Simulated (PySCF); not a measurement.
TiCl3, SMILES [Cl][Ti+]([Cl])[Cl], charge +1, multiplicity 1.

Coordinates come from a PBE0-D3(BJ)/def2-SVP optimisation. The multiplicity is an assumed one; other spin states were not compared. The isomer is the one that the SMILES or the coordinates give; other isomers of the formula were not compared.

Level of theory: PBE/def2-TZVPD run with PySCF.

The molecule is in vacuum.

Computed frontier levels, gap, dipole moment and polarisability:
The highest occupied level comes out as -13.53 eV and the lowest empty level is -10.76 eV. The orbital gap comes out as 2.76 eV and the dipole moment about the centre of nuclear charge is 2.99 D. The mean static polarisability comes out as 70.9 bohr³ (10.50 Å³) and the polarisability, principal values comes out as 44.4, 84.1, 84.1 bohr³.
